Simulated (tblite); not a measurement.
Compound: C6H18BN.
Numbering: `[BH3-:1][N+:2]([CH3:3])([CH3:4])[CH2:5][CH:6]([CH3:7])[CH3:8]` (hydrogens: H9, H10, H11 on B1; H12, H13, H14 on C3; H15, H16, H17 on C4; H18, H19 on C5; H20 on C6; H21, H22, H23 on C7; H24, H25, H26 on C8)

Computed with GFN2-xTB (tblite), gas phase: L-BFGS steps from a force-field or distance-geometry start until the largest atomic force falls under 0.01 eV/Å.

Step 136: E = -712.8088 eV
```
atom  x, y, z in Å  |  force x, y, z in eV/Å
B1     -1.4075   -0.1915    1.5932    0.043   0.020  -0.094
N2     -1.1671   -0.0723   -0.0455   -0.006  -0.016   0.012
C3     -2.1191   -0.9720   -0.6996   -0.007  -0.005   0.020
C4     -1.4612    1.2946   -0.4697    0.036  -0.046   0.008
C5      0.1769   -0.5020   -0.4774    0.023   0.049   0.002
C6      1.3971    0.3286   -0.0324    0.026   0.073  -0.002
C7      2.0598   -0.2826    1.2018   -0.008  -0.088  -0.083
C8      2.4043    0.4229   -1.1904    0.007  -0.008  -0.024
H9     -2.5750   -0.0054    1.7613    0.045   0.040   0.026
H10    -1.0807   -1.2933    1.9165    0.001   0.018  -0.060
H11    -0.7370    0.6564    2.0929   -0.026   0.002   0.038
H12    -3.1262   -0.7180   -0.3825   -0.041   0.019  -0.014
H13    -2.0525   -0.9035   -1.7933    0.012   0.006   0.096
H14    -1.9237   -1.9970   -0.3901    0.015   0.025  -0.013
H15    -1.2704    1.4234   -1.5396   -0.010   0.002  -0.007
H16    -2.5058    1.5031   -0.2571   -0.045   0.038  -0.016
H17    -0.8664    2.0086    0.0949    0.012  -0.071  -0.022
H18     0.1691   -0.5336   -1.5770    0.011  -0.008   0.023
H19     0.2951   -1.5226   -0.1019    0.081   0.059  -0.082
H20     1.0964    1.3455    0.2389   -0.052  -0.087  -0.091
H21     1.3298   -0.3713    2.0015    0.073   0.026  -0.011
H22     2.8934    0.3335    1.5373   -0.096  -0.019  -0.002
H23     2.4414   -1.2736    0.9664    0.035  -0.037   0.022
H24     2.0621    1.1026   -1.9767   -0.034  -0.161   0.152
H25     3.3549    0.7994   -0.8193   -0.017   0.036  -0.011
H26     2.5911   -0.5572   -1.6389   -0.078   0.133   0.132
```

Step 137: E = -712.8124 eV
```
atom  x, y, z in Å  |  force x, y, z in eV/Å
B1     -1.4046   -0.1969    1.5880    0.049  -0.004  -0.108
N2     -1.1664   -0.0703   -0.0468    0.001  -0.053   0.038
C3     -2.1174   -0.9702   -0.6995   -0.025  -0.009   0.021
C4     -1.4614    1.2956   -0.4643   -0.070   0.013   0.009
C5      0.1769   -0.4989   -0.4788    0.030   0.040  -0.014
C6      1.3968    0.3326   -0.0351   -0.003   0.006   0.022
C7      2.0546   -0.2741    1.2011    0.001  -0.046  -0.064
C8      2.4049    0.4184   -1.1867    0.035   0.046   0.043
H9     -2.5683    0.0060    1.7554    0.022   0.035   0.054
H10    -1.0941   -1.3086    1.8929    0.000   0.024  -0.018
H11    -0.7202    0.6348    2.0936   -0.029   0.015   0.051
H12    -3.1256   -0.7155   -0.3869   -0.049   0.032  -0.008
H13    -2.0468   -0.9069   -1.7914    0.006   0.015   0.040
H14    -1.9250   -1.9935   -0.3858    0.026  -0.007  -0.001
H15    -1.2860    1.4238   -1.5373   -0.031   0.016   0.010
H16    -2.5055    1.5077   -0.2308    0.097   0.027  -0.064
H17    -0.8515    2.0037    0.0922   -0.017  -0.056  -0.029
H18     0.1681   -0.5358   -1.5781    0.018   0.007   0.019
H19     0.2951   -1.5178   -0.1003    0.089   0.039  -0.077
H20     1.1002    1.3486    0.2287   -0.101   0.023  -0.053
H21     1.3199   -0.3651    1.9937    0.057   0.026   0.056
H22     2.8873    0.3402    1.5377   -0.083   0.039   0.030
H23     2.4419   -1.2592    0.9691    0.059  -0.179  -0.012
H24     2.0573    1.0794   -1.9788   -0.067  -0.036   0.013
H25     3.3526    0.8059   -0.8224    0.008   0.059   0.016
H26     2.5958   -0.5615   -1.6162   -0.024  -0.073   0.027
```

Step 138: E = -712.8156 eV
```
atom  x, y, z in Å  |  force x, y, z in eV/Å
B1     -1.4068   -0.1908    1.5857    0.050  -0.011  -0.060
N2     -1.1660   -0.0718   -0.0468    0.006  -0.025   0.025
C3     -2.1171   -0.9726   -0.6971   -0.025  -0.016   0.015
C4     -1.4622    1.2931   -0.4668   -0.033   0.001   0.013
C5      0.1781   -0.4998   -0.4779    0.016   0.030  -0.022
C6      1.3972    0.3317   -0.0329   -0.012  -0.012  -0.004
C7      2.0578   -0.2822    1.1984   -0.019  -0.060  -0.049
C8      2.4058    0.4249   -1.1852   -0.013   0.012   0.055
H9     -2.5697    0.0227    1.7533    0.036   0.023   0.043
H10    -1.1055   -1.3049    1.8965   -0.001   0.052  -0.026
H11    -0.7183    0.6392    2.0912   -0.030  -0.007   0.040
H12    -3.1252   -0.7139   -0.3878   -0.048   0.022  -0.002
H13    -2.0452   -0.9141   -1.7887    0.010   0.021   0.023
H14    -1.9256   -1.9948   -0.3803    0.018  -0.012   0.007
H15    -1.2904    1.4212   -1.5391   -0.016   0.008  -0.036
H16    -2.5034    1.5061   -0.2315    0.023   0.033  -0.047
H17    -0.8526    2.0024    0.0863    0.012  -0.035  -0.008
H18     0.1700   -0.5385   -1.5766    0.015   0.018   0.000
H19     0.2965   -1.5183   -0.1006    0.087   0.015  -0.058
H20     1.0949    1.3451    0.2343   -0.073   0.017  -0.036
H21     1.3264   -0.3795    1.9943    0.059   0.016   0.022
H22     2.8848    0.3367    1.5368   -0.032   0.046   0.047
H23     2.4516   -1.2653    0.9607    0.031  -0.118  -0.005
H24     2.0556    1.0872   -1.9748   -0.065  -0.026   0.014
H25     3.3520    0.8127   -0.8187    0.016   0.056   0.011
H26     2.5959   -0.5540   -1.6193   -0.014  -0.049   0.041
```

Step 139: E = -712.8218 eV
```
atom  x, y, z in Å  |  force x, y, z in eV/Å
B1     -1.4011   -0.1515    1.5783    0.057  -0.025   0.034
N2     -1.1657   -0.0720   -0.0513    0.014   0.050  -0.013
C3     -2.1139   -0.9897   -0.6815   -0.002  -0.004   0.026
C4     -1.4717    1.2832   -0.4973    0.043   0.025  -0.003
C5      0.1802   -0.4973   -0.4770    0.000  -0.002  -0.031
C6      1.3982    0.3254   -0.0132   -0.032  -0.021  -0.039
C7      2.0673   -0.3348    1.1911   -0.011   0.024  -0.085
C8      2.4006    0.4636   -1.1697   -0.094  -0.016   0.041
H9     -2.5604    0.0832    1.7451    0.029   0.008   0.043
H10    -1.1174   -1.2655    1.9147    0.006   0.102  -0.036
H11    -0.7030    0.6829    2.0701   -0.041  -0.063   0.006
H12    -3.1222   -0.7225   -0.3818   -0.062   0.007   0.008
H13    -2.0394   -0.9600   -1.7729    0.014   0.039  -0.018
H14    -1.9195   -2.0030   -0.3411    0.002  -0.033   0.032
H15    -1.3242    1.3888   -1.5763   -0.010  -0.010  -0.018
H16    -2.5055    1.5016   -0.2436   -0.030   0.041  -0.040
H17    -0.8500    2.0070    0.0249    0.001  -0.066  -0.023
H18     0.1779   -0.5315   -1.5746    0.019   0.045  -0.049
H19     0.2934   -1.5195   -0.1115    0.092  -0.018  -0.016
H20     1.0857    1.3280    0.2896   -0.017  -0.053  -0.021
H21     1.3471   -0.4503    1.9927   -0.020  -0.027   0.034
H22     2.8911    0.2765    1.5451    0.055   0.053   0.049
H23     2.4611   -1.3109    0.9212    0.002  -0.060  -0.013
H24     2.0386    1.1527   -1.9346   -0.014  -0.075   0.083
H25     3.3478    0.8410   -0.7926   -0.014   0.032  -0.032
H26     2.5836   -0.5028   -1.6405    0.011   0.046   0.081
```

Question: Estimate the geometry and energy of step 140. (The exact step hangs on the optimiser's Hessian estimate; all steps are aligned on step 139, rigid shifts and turns removed.)

Answer: E = -712.8256 eV, largest force 0.109 eV/Å
```
atom  x, y, z in Å  |  force x, y, z in eV/Å
B1     -1.3975   -0.1313    1.5730    0.041  -0.007   0.067
N2     -1.1661   -0.0722   -0.0552    0.029   0.064  -0.017
C3     -2.1135   -0.9988   -0.6729    0.013   0.017   0.040
C4     -1.4750    1.2777   -0.5143    0.023   0.030  -0.026
C5      0.1810   -0.4960   -0.4777   -0.006  -0.020  -0.036
C6      1.3979    0.3212   -0.0013   -0.039  -0.039  -0.055
C7      2.0723   -0.3619    1.1869   -0.017   0.042  -0.061
C8      2.3951    0.4841   -1.1579   -0.092  -0.019   0.036
H9     -2.5545    0.1159    1.7392    0.022  -0.002   0.045
H10    -1.1240   -1.2436    1.9218    0.018   0.099  -0.031
H11    -0.6948    0.7053    2.0564   -0.036  -0.083  -0.001
H12    -3.1214   -0.7297   -0.3742   -0.066   0.002   0.011
H13    -2.0406   -0.9821   -1.7636    0.015   0.045  -0.056
H14    -1.9139   -2.0066   -0.3219   -0.008  -0.060   0.047
H15    -1.3435    1.3705   -1.5974   -0.014  -0.019   0.007
H16    -2.5050    1.5030   -0.2470    0.005   0.036  -0.050
H17    -0.8414    2.0042   -0.0112   -0.003  -0.051  -0.018
H18     0.1826   -0.5241   -1.5749    0.020   0.052  -0.069
H19     0.2946   -1.5212   -0.1211    0.074  -0.023   0.002
H20     1.0824    1.3171    0.3189   -0.015  -0.053   0.008
H21     1.3576   -0.4875    1.9920   -0.035  -0.041   0.026
H22     2.8954    0.2459    1.5474    0.085   0.047   0.050
H23     2.4658   -1.3349    0.9014   -0.016  -0.016  -0.017
H24     2.0233    1.1822   -1.9091   -0.001  -0.066   0.068
H25     3.3434    0.8599   -0.7809   -0.029   0.031  -0.030
H26     2.5783   -0.4744   -1.6433    0.029   0.033   0.062
```

The energy changes by -0.0038 eV. The first-order estimate −F·Δx gives -0.0048 eV and the mean of the old and new forces, exact on a quadratic surface, -0.0038 eV. The step makes an angle of 84° with the force vector and moves no atom by more than 0.042 Å.

What follows is the cost of the whole relaxation. The run took 1.9 s wall on Arm Neoverse V1, one thread, on a shared host.
